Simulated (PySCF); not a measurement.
# One molecule, a ladder of functionals, a line

Molecule: `C=CBOC`, C₃H₇BO.

Geometry (Å), atoms numbered from 1 in this order:
```xyz
12

C     2.7071   -0.0209    0.0611
C     1.5147   -0.6333    0.1096
B     0.1884    0.1699    0.0610
O    -0.9847   -0.4915    0.1119
C    -2.2299    0.1509    0.0634
H     2.7781    1.0706   -0.0126
H     3.6573   -0.5657    0.0916
H     1.4888   -1.7282    0.1825
H     0.1914    1.3858   -0.0241
H    -2.7965   -0.2118   -0.8086
H    -2.8048   -0.0934    0.9704
H    -2.1224    1.2460   -0.0094
```

GIAO shieldings (ppm, equivalent atoms averaged) in PySCF on the PBE0-D3(BJ)/def2-SVP geometry, basis pcSseg-2, gas phase, non-relativistic:

| functional | exact exchange (%) | σ(C1) | σ(C2) | σ(C5) | σ(B3) |
| --- | --- | --- | --- | --- | --- |
| BLYP | 0 | 21.2 | 23.1 | 109.1 | 47.8 |
| BP86 | 0 | 24.3 | 28.0 | 113.4 | 50.4 |
| PBE | 0 | 23.9 | 27.4 | 113.6 | 49.4 |
| PBE0 | 25 | 26.4 | 32.2 | 120.6 | 54.4 |
| mPW1PW91 | 25 | 25.9 | 31.7 | 120.0 | 54.6 |
| BHandHLYP | 50 | 26.7 | 32.5 | 122.9 | 57.9 |
| HF | 100 | 35.4 | 44.0 | 134.6 | 69.9 |

**Question.** Fit each shielding as a line in the percentage of exact exchange.

**Answer.** σ(C1) = 22.9 + 0.12 x (rms 1.3 ppm); σ(C2) = 26.4 + 0.17 x (rms 1.9 ppm); σ(C5) = 112.8 + 0.22 x (rms 1.8 ppm); σ(B3) = 49.1 + 0.20 x (rms 0.9 ppm). The functionals also differ in their semilocal parts, which the line can't hold; Hartree–Fock has no correlation at all.

**Question.** What does the line predict for B3LYP (20 %), and what does the run give?

**Answer.** σ(C1): 25.3 predicted, 23.0 computed; σ(C2): 29.8 predicted, 26.8 computed; σ(C5): 117.2 predicted, 115.2 computed; σ(B3): 53.1 predicted, 51.7 computed ppm.
